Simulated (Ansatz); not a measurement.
Calculated with Ansatz (gas phase, PBE0-D4/def2-TZVP geometries, no zero-point term in ΔE). CBS: MP2 limit from def2 TZ/QZ plus the TZ coupled-cluster correction, frozen cores. This one scheme is used for every species. Functionals use def2-TZVPP. For As outer-core shells are correlated without core-valence functions, which leaves a few kJ/mol of doubt a bond. Scalar relativity is left out up to krypton. One conformer a species, not always the lowest.

Reaction (formal exchange of groups at the Si–C bond): `FC(F)[SiH3]` + `OC[AsH2]` → `OC([SiH3])[AsH2]` + difluoromethane

```json
{"level": "PBE0-D4", "ΔE (kJ/mol)": "-26.4"}
{"level": "ωB97M-V", "ΔE (kJ/mol)": "-23.9"}
{"level": "PBE", "ΔE (kJ/mol)": "-17.5"}
{"level": "PBE0", "ΔE (kJ/mol)": "-22.2"}
```

Q: What does CCSD(T)/CBS give? (An estimate is asked.)

A: The calculation gave: -28.5 kJ/mol. The listed levels differ from it by 2.1, 4.6, 11.0, 6.3 kJ/mol.

Largest T1 diagnostic among the species: 0.012.

From PBE to PBE0 (25 % exact exchange), in def2-TZVPP and without D4, ΔE moves by −4.7 kJ/mol. In def2-TZVPP, CCSD(T) changes the Hartree–Fock value by −6.4 kJ/mol (the triples alone add −1.2 kJ/mol) and MP2 by −11.8 kJ/mol.
